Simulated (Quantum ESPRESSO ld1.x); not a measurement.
Q: Kr II, configuration [Ar] 3d8 4s2 4p5 4d2 (not the ground configuration). Calculated with ld1.x of Quantum ESPRESSO 7.5: Dirac Kohn-Sham, PBEsol, spin-unpolarised, spherical densities, point nucleus; open shells are shared between the two j in proportion to 2j + 1. Some entries of the table are withheld. Estimate them.

orbital,occ.,eigenvalue (Ry),<r> (bohr),r(max) (bohr)
1s1/2,2,-1043.58,0.04151,0.02709
2s1/2,2,-141.172,0.1833,0.1544
2p1/2,2,-128.007,0.1574,0.1212
2p3/2,4,-124.057,0.1614,0.1245
3s1/2,2,-22.8807,0.5215,0.4634
3p1/2,2,-18.2291,0.5213,0.4525
3p3/2,4,-17.6167,0.5310,0.4609
3d3/2,3.2,-9.54495,0.5231,0.3991
3d5/2,4.8,-9.43921,0.5263,0.4016
4s1/2,2,(1),1.405,1.241
4p1/2,1.66667,-2.13175,(2),(3)
4p3/2,3.33333,-2.05728,(4),(5)
5s1/2,0,-0.56517,3.970,3.469
4d3/2,0.8,-0.51519,2.643,1.944
4d5/2,1.2,-0.51021,2.662,1.957
5p1/2,0,-0.36432,4.967,4.298
5p3/2,0,-0.35739,5.044,4.371

A: 
(1) 4s1/2 eigenvalue (Ry): -3.31108
(2) 4p1/2 <r> (bohr): 1.583
(3) 4p1/2 r(max) (bohr): 1.355
(4) 4p3/2 <r> (bohr): 1.612
(5) 4p3/2 r(max) (bohr): 1.379
